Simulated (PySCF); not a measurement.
**Spinor energies of Nb (niobium, neutral)**

Start: [Kr] 4d4 5p1; 4d5/2 filled at m_j = -1/2, +1/2, +3/2, +5/2; 5p3/2 filled at m_j = +3/2. Calculated with PySCF 2.14 in x2c-SVPall-2c with one added diffuse shell each of s, p, d type (7s9p7d1f, 76 functions): generalised Hartree-Fock with the X2C-1e Hamiltonian and a Gaussian nucleus; one run each with spin-orbit coupling (SO) switched off, then screened by Boettger's factors. This is a chosen level, not necessarily the ground level.

```
spinor shell  electrons  ε, spin-free (eV)  ε, screened SO (eV)  weight of nominal j (screened SO)  rms radius, screened SO (bohr)
       1s1/2          2           -19084.8             -19084.0                              1.000                          0.0415
       2s1/2          2            -2742.6              -2742.4                              1.000                           0.171
       2p1/2          2            -2443.4              -2509.5                              1.000                           0.149
       2p3/2          4            -2443.4              -2412.2                              1.000                           0.154
       3s1/2          2            -489.73              -489.73                              1.000                           0.471
       3p1/2          2            -388.95              -400.14                              1.000                           0.471
       3p3/2          4            -388.95              -383.73                              1.000                           0.482
       3d3/2          4            -224.06              -225.86                              0.981                           0.472
       3d5/2          6            -224.06              -222.89                              0.987                           0.475
       4s1/2          2            -73.422              -73.460                              1.000                            1.24
       4p1/2          2            -44.297              -47.360                              0.688                            1.41
       4p3/2          4            -44.297              -42.876                              0.844                            1.40
       4d5/2          4             -9.203               -9.222                              0.678                            2.30
       5p3/2          1             -3.502               -3.473                              1.000                            5.60
```

| quantity | spin-free | screened SO |
| --- | --- | --- |
| E (hartree) | -3816.60385 | -3816.99044 |
| M_J | 11/2 | 11/2 |
| ⟨J²⟩ | 35.815 | 35.807 |
| ⟨L²⟩ | 12.063 | 12.092 |
| ⟨S²⟩ | 8.753 | 8.747 |

Each row is a mean over spinors that exchange with the open shell spreads, by up to 6.941 eV (4p3/2).

Rows whose weight is well below 1 are mixtures of j = l ± 1/2: exchange outweighs spin-orbit coupling there, and the label is only the starting occupation.

⟨J²⟩ departs a little from M_J(M_J + 1) because the unrestricted spinors polarise the closed shells.

Breit and QED terms are absent; they matter most for the inner s and p1/2 levels.

Densities and radii are taken from the X2C orbitals without a picture-change correction, which distorts them close to the nucleus.

Without spin-orbit coupling the j labels of p, d and f shells carry no meaning; the spin-free column gives the mean over the occupied spinors of each nl shell.
